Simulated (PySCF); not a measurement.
BrClH₂MoN₂, SMILES [NH]=[Mo](=[NH])([Cl])[Br], multiplicity 1.

The structure is a stationary point at PBE-D3(BJ)/def2-SVP. The spin state was assumed, not searched. The structure was generated by enumeration; whether it is a known compound was not checked. The def2 effective core potentials stand for the cores of Mo; spin–orbit coupling is left out.

Computed with PBE/def2-TZVP in PySCF.

The molecule is in vacuum.

```
Property                                                                                                          Value
---------------------------------------------------------------------------------------------  ------------------------
total energy                                                                                        -3212.83268 hartree
point group                                                                                                          Cs
highest occupied level                                                                                         -6.91 eV
lowest empty level                                                                                             -3.63 eV
orbital gap                                                                                                     3.28 eV
dipole moment                                                                                                    3.23 D
quadrupole, principal values (traceless, Buckingham form, about the centre of nuclear charge)  -10.23, -0.05, 10.28 D·Å
mean static polarisability                                                                        91.5 bohr³ (13.55 Å³)
polarisability, principal values                                                                81.1, 88.1, 105.2 bohr³
```
